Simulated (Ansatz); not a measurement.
The cluster PbSe₂⁻, relaxed as a doublet with UKS r2SCAN-D4/def2-TZVPD in Ansatz, starting from the GFN1-xTB geometry. Force threshold 0.02 eV/Å.

In the def2 sets Pb takes a core potential; there is no spin–orbit coupling. Another isomer (doublet) lies 0.04 eV lower at PBE0-D4/def2-TZVPD; other spin states weren't run for this one.

Start:

| atom | x (Å) | y (Å) | z (Å) |
| --- | --- | --- | --- |
| Pb1 | 1.0897 | -0.4930 | -0.9346 |
| Se2 | -1.0037 | -1.0417 | 0.6119 |
| Se3 | -0.0860 | 1.5346 | 0.3227 |

Estimate the energy that the relaxation releases and the steps that it takes.

51.0 kJ/mol, in 4 steps; 21 s on 4 threads of Arm Neoverse V2 on a shared host. No frequencies were taken in this run, so the end may be a saddle point.

Does the start keep its bonding and symmetry?

Bonds lost: Se2–Se3 (atoms count from 1). Point group C2v at the start, C2v at the end, both within 0.05 Å.

Predict the relaxed structure.


```
atom   x (Å)   y (Å)   z (Å)
 Pb1   0.924  -0.418  -0.792
 Se2  -1.039  -1.410   0.578
 Se3   0.115   1.828   0.215
```
Bond lengths: 2 × Pb–Se 2.59 Å.
